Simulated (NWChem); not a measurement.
System meant: MoHS2OCl; SMILES [SH][Mo](=[S])([Cl])=[O]

Input file for NWChem:

```
start job
memory heap 200 mb stack 900 mb global 1100 mb
geometry units angstroms noautoz
  Mo     0.039547     0.004839     0.229675
  O     -0.003325     0.058249     1.885535
  S      2.042148     0.041760    -0.418165
  Cl    -0.990735    -1.856184    -0.540800
  S     -0.998375     1.951280    -0.468019
  H     -0.413085     1.974077    -1.689445
end
basis spherical
  Mo library def2-svp
  O library def2-svp
  S library def2-svp
  Cl library def2-svp
  H library def2-svp
end
dft
  xc b3lyp
  iterations 150
  mulliken
end
task dft energy
```

End of the output:

```
             Northwest Computational Chemistry Package (NWChem) 7.3.0
             --------------------------------------------------------

 C1  symmetry detected

                             Geometry "geometry" -> ""
                             -------------------------

 Output coordinates in angstroms (scale by  1.889725989 to convert to a.u.)

  No.       Tag          Charge          X              Y              Z
 ---- ---------------- ---------- -------------- -------------- --------------
    1 Mo                  42.0000     0.04623778    -0.01571998     0.23096963
    2 O                    8.0000     0.10846597     0.08038966     1.88428556
    3 S                   16.0000     1.99014667     0.17905266    -0.55309187
    4 Cl                  17.0000    -0.86164049    -1.98119804    -0.42566755
    5 S                   16.0000    -1.20605314     1.81134560    -0.43708006
    6 H                    1.0000    -0.70732267     1.85111659    -1.69590958

 Effective nuclear repulsion energy (a.u.)     798.1193372129

                                 NWChem DFT Module
                                 -----------------

 Summary of "ao basis" -> "ao basis" (spherical)
 ------------------------------------------------------------------------------
       Tag                 Description            Shells   Functions and Types
 ---------------- ------------------------------  ------  ---------------------
 Mo                         def2-svp                11       31   5s3p2d1f
 O                          def2-svp                 6       14   3s2p1d
 S                          def2-svp                 8       18   4s3p1d
 Cl                         def2-svp                 8       18   4s3p1d
 H                          def2-svp                 3        5   2s1p

            General Information
            -------------------
          SCF calculation type: DFT
          Wavefunction type:  closed shell.
          No. of atoms     :     6
          No. of electrons :   100
           Alpha electrons :    50
            Beta electrons :    50
          Charge           :     0
          Spin multiplicity:     1
          Use of symmetry is: off; symmetry adaption is: off
          Maximum number of iterations: 150
          AO basis - number of functions:   104
                     number of shells:    44
          Convergence on energy requested:  1.00D-06
          Convergence on density requested:  1.00D-05
          Convergence on gradient requested:  5.00D-04

              XC Information
              --------------
                         B3LYP Method XC Potential
                     Hartree-Fock (Exact) Exchange  0.200
                        Slater Exchange Functional  0.800 local
                    Becke 1988 Exchange Functional  0.720 non-local
              Lee-Yang-Parr Correlation Functional  0.810
                  VWN I RPA Correlation Functional  0.190 local

             Grid Information
             ----------------
          Grid used for XC integration:  medium
          Radial quadrature: Mura-Knowles
          Angular quadrature: Lebedev.
          Tag              B.-S. Rad. Rad. Pts. Rad. Cut. Ang. Pts.
          ---              ---------- --------- --------- ---------
          Mo                  1.45      123           9.0       590
          O                   0.60       49          11.0       434
          S                   1.00       88          10.0       590
          Cl                  1.00       88          11.0       590
          H                   0.35       45          11.0       434
          Grid pruning is: on
          Number of quadrature shells:   481
          Spatial weights used:  Erf1

      Superposition of Atomic Density Guess
      -------------------------------------

 Sum of atomic energies:       -2113.53542619

      Non-variational initial energy
      ------------------------------

 Total energy =   -2122.163054
 1-e energy   =   -4470.584893
 2-e energy   =    1550.302501
 HOMO         =      -1.188525
 LUMO         =      -1.110214

     ---------------------------------------------
      Total Density - Mulliken Population Analysis
     ---------------------------------------------

    Atom       Charge   Shell Charges
 -----------   ------   -------------------------------------------------------
    1 Mo  42    51.10   2.00  2.01  2.04  2.50 -0.35  6.05  8.56 -0.25 10.32  4.01 14.20
    2 O    8     9.84   1.99  1.34  0.69  4.29  1.39  0.13
    3 S   16    13.32   2.00  1.99  1.16  0.90  5.93  1.30 -0.31  0.36
    4 Cl  17    13.43   2.00  1.99  0.97  1.04  5.92  0.99  0.35  0.16
    5 S   16    12.23   2.00  1.99  0.97  0.89  5.91  0.67 -0.30  0.10
    6 H    1     0.07   0.18 -0.11  0.00

   convergence    iter        energy       DeltaE   RMS-Dens  Diis-err
 ---------------- ----- ----------------- --------- --------- ---------
 d= 0,ls=0.0,diis     1  -2155.9014677061 -2.95D+03  5.76D-01  5.35D+01
 d= 0,ls=0.0,diis     2  -2131.3449369306  2.46D+01  2.40D-01  1.18D+02
 d= 0,ls=0.0,diis     3  -2162.7895232477 -3.14D+01  1.31D-01  1.76D+01
 d= 0,ls=0.0,diis     4  -2159.3574993850  3.43D+00  1.09D-01  3.71D+01
 d= 0,ls=0.0,diis     5  -2165.6721906759 -6.31D+00  3.55D-02  5.77D-01
 d= 0,ls=0.0,diis     6  -2165.4794538202  1.93D-01  3.11D-02  1.69D+00
 d= 0,ls=0.0,diis     7  -2165.7248103620 -2.45D-01  1.36D-02  1.97D-01
  Resetting Diis
 d= 0,ls=0.0,diis     8  -2165.7459103556 -2.11D-02  7.93D-03  1.27D-01
 d= 0,ls=0.0,diis     9  -2165.7529404298 -7.03D-03  1.86D-02  4.83D-02
 d= 0,ls=0.0,diis    10  -2165.6886424296  6.43D-02  1.38D-02  5.31D-01
 d= 0,ls=0.0,diis    11  -2165.7569396849 -6.83D-02  3.77D-03  2.30D-02
 d= 0,ls=0.0,diis    12  -2165.7603927141 -3.45D-03  3.81D-04  4.63D-04
 d= 0,ls=0.0,diis    13  -2165.7604494183 -5.67D-05  1.58D-04  2.45D-05
 d= 0,ls=0.0,diis    14  -2165.7604517452 -2.33D-06  7.54D-05  7.37D-06
 d= 0,ls=0.0,diis    15  -2165.7604528568 -1.11D-06  2.80D-05  5.42D-07
 d= 0,ls=0.0,diis    16  -2165.7604529553 -9.85D-08  4.12D-06  1.35D-08

         Total DFT energy =    -2165.760452955267
      One electron energy =    -4701.900750856325
           Coulomb energy =     1856.564390905465
    Exchange-Corr. energy =     -118.543430217324
 Nuclear repulsion energy =      798.119337212917

 Numeric. integr. density =      100.000005870104

                       DFT Final Molecular Orbital Analysis
                       ------------------------------------

[...]
```

What is wrong, and how is it mended?

The run ends normally but its numbers are meaningless: the def2 basis of a heavy element holds valence functions alone and wants its effective core potential (without it all electrons must fit into that basis). This input runs:
```
start job
memory heap 200 mb stack 900 mb global 1100 mb
geometry units angstroms noautoz
  Mo     0.039547     0.004839     0.229675
  O     -0.003325     0.058249     1.885535
  S      2.042148     0.041760    -0.418165
  Cl    -0.990735    -1.856184    -0.540800
  S     -0.998375     1.951280    -0.468019
  H     -0.413085     1.974077    -1.689445
end
basis spherical
  * library def2-svp
end
ecp
  Mo library def2-ecp
end
dft
  xc b3lyp
  iterations 150
  mulliken
end
task dft energy
```
It converges to -1400.39554 Ha (B3LYP/def2-SVP with def2 effective core potentials on Mo). The faulty run gave -2165.760 Ha, with all electrons squeezed into the valence basis.
